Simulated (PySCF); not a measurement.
Working out the ionisation energy of Cl⁺

Cl⁺ [Ne] 3s2 3p4 (3P) → Cl²⁺ [Ne] 3s2 3p3 (4S). Calculation: PySCF 2.14, in aug-cc-pV(T+d)Z with one added diffuse shell each of s, p, d, f type (7s6p5d3f, 71 functions); the non-relativistic Hamiltonian (point nucleus). Frozen: [Ne]. Energies in hartree (1 hartree = 27.21139 eV):

```json
{"part": "UHF", "Cl⁺ (lower)": "-459.053479", "Cl²⁺ (upper)": "-458.223183"}
{"part": "MP2 opposite-spin", "Cl⁺ (lower)": "-0.096800", "Cl²⁺ (upper)": "-0.071112"}
{"part": "MP2 same-spin", "Cl⁺ (lower)": "-0.028804", "Cl²⁺ (upper)": "-0.025749"}
```

Problem. What does Hartree-Fock give?

Solution. (-458.223183) − (-459.053479) = 0.830296 hartree = 22.594 eV.

Problem. What do MP2 and SCS-MP2 (6/5 opposite-spin, 1/3 same-spin) give?

Solution. The opposite-spin parts differ by 0.699 eV and the same-spin parts by 0.083 eV. MP2: 22.594 + (0.699) + (0.083) = 23.376 eV. SCS-MP2: 22.594 + 1.2 × (0.699) + (0.083)/3 = 23.460 eV.

Measured between the centres of the two terms (NIST): 23.771 eV, so MP2 (valence) is off by -0.395 eV.

What remains against the reference includes basis incompleteness, the frozen core and correlation beyond second order.
